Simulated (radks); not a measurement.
The iridium ion Ir2+, 75 electrons, occupied as [Xe] 4f14 5d7 (the NIST ground configuration). All-electron calculation, Dirac Kohn-Sham, PBE, spin-unpolarised, spherical densities, finite nucleus; open shells fill j = l - 1/2 first; Fermi nuclear charge, rms radius 5.4032 fm. Program: a radial shooting solver on a logarithmic mesh with Libxc functionals.

Radial electron density D(r) = 4 pi r^2 rho(r):

| r (bohr) | D(r) (e/bohr) |
|---|---|
| 0.001548 | 17.88 |
| 0.002065 | 26.60 |
| 0.002754 | 38.52 |
| 0.003673 | 53.84 |
| 0.004899 | 71.83 |
| 0.006534 | 90.14 |
| 0.008715 | 104.6 |
| 0.01162 | 110.6 |
| 0.0155 | 106.6 |
| 0.02068 | 98.92 |
| 0.02758 | 101.1 |
| 0.03678 | 120.5 |
| 0.04906 | 140.7 |
| 0.06491 | 135.3 |
| 0.08658 | 113.7 |
| 0.1155 | 118.2 |
| 0.154 | 131.6 |
| 0.2054 | 99.50 |
| 0.274 | 70.44 |
| 0.3654 | 82.67 |
| 0.4874 | 70.37 |
| 0.65 | 36.73 |
| 0.867 | 21.66 |
| 1.156 | 15.34 |
| 1.542 | 8.164 |
| 2.057 | 3.149 |
| 2.744 | 0.8788 |
| 3.659 | 0.1502 |
| 4.881 | 0.01184 |

D(r) has 4 maxima, at r = 0.0118, 0.0536, 0.149, 0.393 bohr, and minima at 0.0231, 0.0961, 0.276 bohr, inside which lie 2.02, 11.06, 29.92 electrons.
